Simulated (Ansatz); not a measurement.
H2Mg (SMILES [MgH2]) moved off its minimum; all values from Ansatz (a program for electronic structure), cores frozen in correlated methods.
(charge 0, multiplicity 1)
```xyz
3

Mg     0.17587    -0.05794    -0.06824
H      0.00512     0.14442    -1.61929
H     -0.09431     0.03684     1.86955
```

Forces at PBE/def2-TZVPP (eV/Å):

```csv
atom,Fx,Fy,Fz
Mg1,-0.271,0.045,2.925
H2,-0.031,0.104,-1.587
H3,0.302,-0.148,-1.338
```

Q: Give the forces (eV/Å), the total energy and the dipole at CCSD(T)/def2-TZVPPD.

A: 
| atom | Fx | Fy | Fz |
|---|---|---|---|
| Mg1 | -0.297 | 0.059 | 3.010 |
| H2 | -0.023 | 0.098 | -1.579 |
| H3 | 0.320 | -0.157 | -1.431 |
Energy -200.7916 hartree, dipole 1.51 D.
